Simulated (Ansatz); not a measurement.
Steps of a relaxation of `[CH3][In]([F])[O][SiH3]` with RKS PBE0-D4/def2-TZVP.

```sh
$ ansatz run in.yaml --threads 2 --pin off --events-out ev --progress --plain --max-ram 32768MiB --backend cuda --devices 0, --max-vram 18GiB
```

```yaml
crystal:
  periodic: [false, false, false]
  atoms:
    - {symbol: C, position_ang: [-1.447350, -0.813680, 1.591190]}
    - {symbol: In, position_ang: [0.619720, -0.836600, 0.784020]}
    - {symbol: F, position_ang: [2.089750, -1.887010, 1.565070]}
    - {symbol: O, position_ang: [1.293040, 0.124440, -0.793030]}
    - {symbol: Si, position_ang: [0.771980, 1.230630, -1.843870]}
    - {symbol: H, position_ang: [-2.123610, -0.923190, 0.751410]}
    - {symbol: H, position_ang: [-1.516680, -1.643810, 2.283060]}
    - {symbol: H, position_ang: [-1.591390, 0.137060, 2.091190]}
    - {symbol: H, position_ang: [0.449330, 2.485300, -1.143360]}
    - {symbol: H, position_ang: [1.901230, 1.371140, -2.761280]}
    - {symbol: H, position_ang: [-0.446020, 0.755720, -2.524390]}
basis:
  gaussian: {orbitals: def2-TZVP}
hamiltonian: {xc: pbe0, dispersion: d4}
relax: {f_tol: 0.005, max_steps: 150}
```

Positions (Å) and forces (eV/Å) along the path, 13 of 42 steps:

```xyz
11
step=1 energy=-18945.8661 eV
C    -1.447   -0.814    1.591    1.208   -0.081   -0.414
In    0.620   -0.837    0.784   -0.658   -0.219    0.551
F     2.090   -1.887    1.565   -0.336    0.250   -0.193
O     1.293    0.124   -0.793    0.129   -0.501    0.587
Si    0.772    1.231   -1.844    0.178   -0.265    0.176
H    -2.124   -0.923    0.751   -0.118   -0.012   -0.072
H    -1.517   -1.644    2.283   -0.114   -0.084    0.111
H    -1.591    0.137    2.091   -0.060    0.115    0.075
H     0.449    2.485   -1.143   -0.080    0.407    0.005
H     1.901    1.371   -2.761    0.131    0.368   -0.536
H    -0.446    0.756   -2.524   -0.280    0.021   -0.290
11
step=2 energy=-18945.9824 eV
C    -1.400   -0.842    1.601    0.025   -0.017   -0.024
In    0.550   -0.840    0.816    0.284   -0.106   -0.026
F     2.008   -1.878    1.586    0.007    0.034   -0.044
O     1.270    0.108   -0.753    0.012   -0.070    0.110
Si    0.792    1.216   -1.838    0.071   -0.040    0.010
H    -2.076   -0.941    0.756   -0.186    0.023    0.045
H    -1.526   -1.659    2.307   -0.004    0.020   -0.008
H    -1.542    0.118    2.090   -0.165    0.042    0.059
H     0.465    2.514   -1.188    0.000    0.083    0.033
H     1.891    1.421   -2.811    0.013    0.066   -0.097
H    -0.432    0.783   -2.567   -0.059   -0.036   -0.057
11
step=4 energy=-18945.9959 eV
C    -1.414   -0.845    1.611   -0.014    0.003   -0.010
In    0.550   -0.840    0.810   -0.026    0.000    0.005
F     2.024   -1.867    1.558    0.002    0.000   -0.005
O     1.285    0.112   -0.752   -0.002   -0.004    0.019
Si    0.814    1.217   -1.846    0.003    0.012   -0.015
H    -2.131   -0.953    0.798    0.012   -0.005    0.009
H    -1.516   -1.666    2.318    0.014    0.007   -0.012
H    -1.590    0.104    2.118    0.009   -0.002    0.002
H     0.489    2.523   -1.200    0.003   -0.004    0.000
H     1.900    1.437   -2.836   -0.004   -0.001    0.001
H    -0.411    0.777   -2.580    0.003   -0.005    0.005
11
step=7 energy=-18945.9964 eV
C    -1.419   -0.849    1.615    0.012   -0.002    0.010
In    0.540   -0.832    0.808    0.014   -0.001   -0.010
F     2.011   -1.876    1.539   -0.002   -0.002    0.002
O     1.292    0.141   -0.730   -0.003    0.012   -0.006
Si    0.821    1.224   -1.848   -0.001   -0.008    0.013
H    -2.141   -0.964    0.808   -0.007    0.004   -0.006
H    -1.504   -1.673    2.320   -0.007   -0.004    0.006
H    -1.597    0.097    2.126   -0.007    0.001   -0.003
H     0.498    2.542   -1.226    0.000    0.001   -0.005
H     1.904    1.425   -2.845    0.002   -0.003    0.000
H    -0.405    0.766   -2.569   -0.002    0.003   -0.001
11
step=16 energy=-18945.9978 eV
C    -1.428   -0.888    1.578   -0.002    0.006    0.000
In    0.555   -0.807    0.835   -0.002   -0.006   -0.007
F     2.034   -1.825    1.587   -0.002    0.004    0.002
O     1.316    0.220   -0.664    0.006   -0.007    0.009
Si    0.825    1.245   -1.825   -0.019    0.045   -0.042
H    -2.117   -1.037    0.747    0.006    0.002    0.004
H    -1.511   -1.707    2.290    0.001    0.000    0.000
H    -1.658    0.057    2.070   -0.002   -0.007   -0.002
H     0.701    2.639   -1.301    0.009   -0.046   -0.020
H     1.801    1.245   -2.950   -0.042   -0.003    0.042
H    -0.518    0.857   -2.364    0.047    0.011    0.015
11
step=18 energy=-18945.9983 eV rejected
C    -1.437   -0.927    1.550   -0.007    0.018   -0.006
In    0.558   -0.777    0.849   -0.003   -0.035    0.018
F     2.049   -1.733    1.661   -0.015    0.014   -0.008
O     1.325    0.248   -0.646   -0.007    0.042   -0.031
Si    0.829    1.261   -1.817    0.015    0.014   -0.052
H    -2.107   -1.082    0.705    0.013   -0.002   -0.003
H    -1.509   -1.759    2.248    0.005    0.005    0.000
H    -1.704    0.003    2.051    0.002   -0.011    0.005
H     0.895    2.686   -1.361   -0.009   -0.106   -0.047
H     1.692    1.101   -3.026   -0.080    0.027    0.100
H    -0.591    0.979   -2.215    0.086    0.034    0.023
11
step=19 energy=-18945.9990 eV
C    -1.434   -0.912    1.560   -0.005    0.002   -0.006
In    0.557   -0.791    0.843    0.006   -0.003    0.010
F     2.044   -1.766    1.634   -0.006    0.004   -0.004
O     1.322    0.238   -0.652   -0.003    0.012   -0.012
Si    0.827    1.254   -1.820    0.000    0.011   -0.009
H    -2.109   -1.062    0.719    0.002    0.000    0.004
H    -1.511   -1.740    2.262   -0.001    0.002   -0.001
H    -1.686    0.023    2.060    0.005   -0.006   -0.002
H     0.821    2.667   -1.340    0.003   -0.024   -0.010
H     1.732    1.157   -2.997   -0.022   -0.001    0.022
H    -0.564    0.933   -2.269    0.023    0.005    0.007
11
step=21 energy=-18945.9997 eV
C    -1.437   -0.927    1.546   -0.004    0.003   -0.004
In    0.560   -0.779    0.851    0.003   -0.010    0.013
F     2.052   -1.727    1.667   -0.009    0.007   -0.006
O     1.327    0.252   -0.641   -0.002    0.018   -0.016
Si    0.828    1.259   -1.815   -0.001    0.006   -0.002
H    -2.103   -1.076    0.697    0.003    0.000    0.000
H    -1.512   -1.764    2.238    0.001    0.003   -0.001
H    -1.704   -0.001    2.054    0.004   -0.006   -0.001
H     0.901    2.682   -1.372    0.002   -0.029   -0.013
H     1.679    1.093   -3.026   -0.026    0.003    0.026
H    -0.593    0.987   -2.200    0.029    0.005    0.003
11
step=22 energy=-18946.0000 eV
C    -1.437   -0.930    1.541   -0.001    0.000    0.002
In    0.563   -0.777    0.856    0.000    0.001    0.000
F     2.056   -1.723    1.671    0.000    0.001    0.000
O     1.330    0.264   -0.630    0.000    0.001    0.001
Si    0.827    1.260   -1.811    0.002    0.000    0.000
H    -2.099   -1.074    0.688    0.000    0.000   -0.002
H    -1.515   -1.770    2.228    0.000    0.000   -0.001
H    -1.705   -0.006    2.052    0.001   -0.001   -0.001
H     0.917    2.686   -1.386    0.001    0.001   -0.002
H     1.662    1.074   -3.028   -0.002   -0.002    0.000
H    -0.598    0.994   -2.180    0.000    0.001    0.002
11
step=29 energy=-18946.0016 eV
C    -1.440   -0.961    1.502   -0.005   -0.001    0.002
In    0.575   -0.745    0.881    0.004   -0.008    0.003
F     2.072   -1.646    1.738   -0.005    0.005   -0.001
O     1.352    0.325   -0.580   -0.006    0.008   -0.009
Si    0.826    1.269   -1.793    0.005    0.001   -0.007
H    -2.077   -1.066    0.625    0.006    0.002    0.003
H    -1.524   -1.837    2.141    0.001    0.006   -0.003
H    -1.733   -0.069    2.056    0.000   -0.007   -0.002
H     1.078    2.708   -1.497   -0.003   -0.016   -0.004
H     1.517    0.916   -3.063   -0.009    0.004    0.014
H    -0.647    1.105   -2.010    0.012    0.005    0.003
11
step=34 energy=-18946.0025 eV
C    -1.441   -0.995    1.467   -0.014    0.000    0.013
In    0.584   -0.713    0.908    0.006   -0.005   -0.009
F     2.090   -1.519    1.840   -0.005    0.004   -0.002
O     1.358    0.338   -0.568   -0.005   -0.003    0.005
Si    0.823    1.271   -1.787    0.000    0.013   -0.006
H    -2.061   -1.031    0.571    0.011    0.002    0.017
H    -1.531   -1.921    2.032    0.003    0.018   -0.014
H    -1.752   -0.155    2.089    0.002   -0.017   -0.013
H     1.245    2.687   -1.593   -0.006   -0.017   -0.006
H     1.358    0.788   -3.090   -0.008    0.005    0.016
H    -0.672    1.251   -1.869    0.016    0.000   -0.001
11
step=39 energy=-18946.0026 eV
C    -1.443   -1.006    1.464   -0.004   -0.001    0.002
In    0.581   -0.702    0.914    0.000    0.000   -0.001
F     2.089   -1.487    1.860   -0.001    0.001    0.000
O     1.355    0.358   -0.555    0.001    0.000    0.001
Si    0.825    1.274   -1.789   -0.001    0.002   -0.005
H    -2.065   -1.003    0.570    0.003    0.001    0.004
H    -1.532   -1.956    1.988    0.000    0.005   -0.003
H    -1.753   -0.195    2.123    0.001   -0.005   -0.003
H     1.285    2.682   -1.636   -0.002   -0.005    0.000
H     1.328    0.747   -3.087   -0.001    0.002    0.004
H    -0.671    1.289   -1.851    0.004    0.001    0.000
11
step=42 energy=-18946.0027 eV
C    -1.444   -1.009    1.463    0.000    0.000    0.000
In    0.580   -0.696    0.918    0.000    0.000    0.000
F     2.089   -1.473    1.870   -0.001    0.001    0.000
O     1.354    0.364   -0.552    0.001   -0.001    0.000
Si    0.826    1.273   -1.791   -0.001    0.001   -0.001
H    -2.068   -0.980    0.571    0.001    0.001    0.000
H    -1.534   -1.972    1.961    0.000   -0.001    0.000
H    -1.749   -0.215    2.145    0.000    0.000    0.001
H     1.296    2.679   -1.650   -0.001   -0.002    0.000
H     1.320    0.733   -3.087    0.000    0.001    0.002
H    -0.670    1.297   -1.848    0.002    0.000    0.000
```

Run time 110 s (2 threads of an AMD EPYC 7R13 on a shared host and a share of an NVIDIA H100 80 GB); peak host memory 0.9 GiB.
